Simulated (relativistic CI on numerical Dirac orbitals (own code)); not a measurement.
# Electric-dipole lines of Mo XXXVIII

These numbers are calculated, not measured: Dirac-Coulomb-Breit CI, KLI orbitals optimised for each configuration, model QED (radiative potential, 1s self-energy scaled to tabulated hydrogen-like ionisation energies), unscaled Slater integrals (own radial code, finite nucleus).

CI space (outside the closed core 1s2): 2s2.2p, 2s.2p2, 2p3, 2p2.3s, 2p2.3p, 2p2.3d, 2s2.3s, 2s2.3p, 2s2.3d, 2s.2p.3s, 2s.2p.3p, 2s.2p.3d, 2s2.4s, 2s2.4p, 2s2.4d, 2s2.4f. Levels of other configurations are missing.

| λ vac (nm) | Lower | Upper | A (s⁻¹) | log gf | S velocity/length |
| --- | --- | --- | --- | --- | --- |
| 0.39377 | 2s.2p2 4P_5/2 [5] | 2p2.3p 2F°_7/2 [85] | 3.48e+13 | -0.19 | 0.99 |
| 0.39579 | 2s2.2p 2P°_1/2 [1] | 2s.2p.3p 2D_3/2 [30] | 4.74e+13 | -0.35 | 0.99 |
| 0.39698 | 2s2.2p 2P°_3/2 [3] | 2s.2p.3p 2D_5/2 [49] | 4.37e+13 | -0.21 | 0.98 |
| 0.40374 | 2s.2p2 4P_3/2 [4] | 2s.2p.3d 4P°_1/2 [58] | 1.54e+14 | -0.12 | 0.98 |
| 0.40387 | 2s.2p2 4P_3/2 [4] | 2s.2p.3d 4P°_3/2 [57] | 1.15e+14 | 0.05 | 0.99 |
| 0.40403 | 2s2.2p 2P°_1/2 [1] | 2s2.3d 2D_3/2 [22] | 1.50e+14 | 0.17 | 1.00 |
| 0.40417 | 2s.2p2 4P_3/2 [4] | 2s.2p.3d 4D°_5/2 [54] | 6.43e+13 | -0.02 | 1.00 |
| 0.40538 | 2s.2p2 2D_3/2 [6] | 2s.2p.3d 2F°_5/2 [72] | 1.68e+14 | 0.40 | 1.00 |
| 0.40584 | 2s.2p2 2P_1/2 [7] | 2s.2p.3d 2D°_3/2 [74] | 7.66e+13 | -0.12 | 0.99 |
| 0.40612 | 2s.2p2 4P_1/2 [2] | 2s.2p.3d 4D°_1/2 [36] | 2.26e+14 | 0.05 | 0.99 |
| 0.40613 | 2s.2p2 4P_1/2 [2] | 2s.2p.3d 4D°_3/2 [35] | 1.48e+14 | 0.16 | 0.99 |
| 0.40711 | 2s.2p2 4P_5/2 [5] | 2s.2p.3d 4D°_7/2 [56] | 1.31e+14 | 0.42 | 1.00 |
| 0.40729 | 2s.2p2 4P_5/2 [5] | 2s.2p.3d 4D°_5/2 [54] | 9.45e+13 | 0.15 | 0.99 |
| 0.40778 | 2p3 4S°_3/2 [12] | 2p2.3d 2D_5/2 [116] | 6.30e+13 | -0.03 | 1.00 |
| 0.40778 | 2p3 2P°_1/2 [14] | 2p2.3d 2D_3/2 [124] | 1.28e+14 | 0.11 | 1.00 |
| 0.40784 | 2p3 4S°_3/2 [12] | 2p2.3d 2D_3/2 [115] | 1.06e+14 | 0.03 | 0.98 |
| 0.40909 | 2p3 2P°_3/2 [9] | 2p2.3d 4P_1/2 [100] | 1.75e+14 | -0.06 | 0.98 |
| 0.40935 | 2p3 2D°_5/2 [13] | 2p2.3d 2F_7/2 [119] | 1.61e+14 | 0.51 | 1.00 |
| 0.40942 | 2p3 2P°_3/2 [9] | 2p2.3d 4P_3/2 [98] | 1.43e+14 | 0.16 | 0.98 |
| 0.40991 | 2p3 2D°_5/2 [13] | 2p2.3d 2D_5/2 [116] | 7.67e+13 | 0.06 | 0.98 |
| 0.41095 | 2p3 2P°_3/2 [9] | 2p2.3d 4P_5/2 [94] | 7.54e+13 | 0.06 | 0.99 |
| 0.41493 | 2s.2p2 2D_5/2 [8] | 2s.2p.3d 2F°_7/2 [75] | 6.38e+13 | 0.12 | 0.99 |
| 0.41832 | 2s.2p2 4P_3/2 [4] | 2s.2p.3s 4P°_5/2 [34] | 4.51e+13 | -0.15 | 0.99 |
| 0.41889 | 2s2.2p 2P°_3/2 [3] | 2s2.3d 2D_5/2 [24] | 1.51e+14 | 0.38 | 1.00 |
| 0.41950 | 2s.2p2 4P_3/2 [4] | 2s.2p.3s 4P°_5/2 [33] | 4.53e+13 | -0.14 | 0.98 |
| 0.41975 | 2s.2p2 2D_5/2 [8] | 2s.2p.3d 2F°_7/2 [64] | 1.97e+14 | 0.62 | 1.00 |
| 0.41991 | 2s.2p2 4P_3/2 [4] | 2s.2p.3d 4F°_5/2 [32] | 4.90e+13 | -0.11 | 0.99 |
| 0.42072 | 2s.2p2 4P_5/2 [5] | 2s.2p.3d 4F°_7/2 [37] | 1.20e+14 | 0.41 | 1.00 |
| 0.42099 | 2s.2p2 2S_1/2 [10] | 2s.2p.3d 2P°_3/2 [80] | 8.58e+13 | -0.04 | 0.98 |
| 0.42128 | 2p3 2P°_3/2 [15] | 2p2.3d 2D_5/2 [125] | 1.32e+14 | 0.32 | 1.00 |
| 0.42133 | 2s.2p2 2D_5/2 [8] | 2s.2p.3d 2D°_5/2 [59] | 1.02e+14 | 0.21 | 0.99 |
| 0.42134 | 2p3 4S°_3/2 [12] | 2p2.3d 2D_5/2 [103] | 8.39e+13 | 0.13 | 1.00 |
| 0.42173 | 2s.2p2 2P_3/2 [11] | 2s.2p.3d 2D°_5/2 [78] | 1.88e+14 | 0.48 | 1.00 |
| 0.42279 | 2p3 4S°_3/2 [12] | 2p2.3s 4P_5/2 [99] | 8.93e+13 | 0.16 | 0.99 |
| 0.42384 | 2p3 2D°_5/2 [13] | 2p2.3d 2F_7/2 [101] | 1.97e+14 | 0.63 | 1.00 |
| 0.42475 | 2s.2p2 2D_3/2 [6] | 2s.2p.3d 2F°_5/2 [40] | 1.09e+14 | 0.25 | 1.01 |
| 0.42476 | 2p3 4S°_3/2 [12] | 2p2.3d 4P_5/2 [94] | 6.01e+13 | -0.01 | 0.99 |
| 0.42480 | 2p3 2P°_3/2 [15] | 2p2.3d 2D_5/2 [123] | 1.72e+14 | 0.45 | 1.00 |
| 0.42524 | 2p3 2P°_3/2 [15] | 2p2.3d 2P_3/2 [122] | 1.60e+14 | 0.24 | 0.97 |
| 0.42539 | 2p3 2P°_3/2 [9] | 2p2.3d 2D_5/2 [68] | 1.01e+14 | 0.21 | 0.99 |
| 0.42573 | 2p3 2D°_5/2 [13] | 2p2.3d 2D_5/2 [97] | 7.79e+13 | 0.10 | 0.99 |
| 0.42573 | 2s.2p2 2P_1/2 [7] | 2s.2p.3d 2D°_3/2 [39] | 1.01e+14 | 0.04 | 1.00 |
| 1.2103 | 2s2.3p 2P°_3/2 [18] | 2s2.4d 2D_5/2 [130] | 1.28e+13 | 0.23 | 0.98 |
| 1.2451 | 2s2.3d 2D_3/2 [22] | 2s2.4f 2F°_5/2 [131] | 2.74e+13 | 0.58 | 0.97 |
| 1.2559 | 2s2.3d 2D_5/2 [24] | 2s2.4f 2F°_7/2 [132] | 2.98e+13 | 0.75 | 0.97 |

Terms are leading LS components. Brackets give the number of a level in order of energy, since labels repeat. The list gives strong lines, with weight on those to low levels. Levels whose partners in the same complex of configurations lie outside the list can be far off, and so can their lines. Rates are taken at the computed energies, electric ones in the length gauge. A velocity-to-length ratio far from 1 marks an uncertain rate.

At this charge energies of transitions that change n are usually good to better than 1 %, and those within a shell (Δn = 0) to a few per cent.

LS names give the leading component of a level, which can be under half, so a name can repeat, a term be missing and a line seem to break the LS rules.
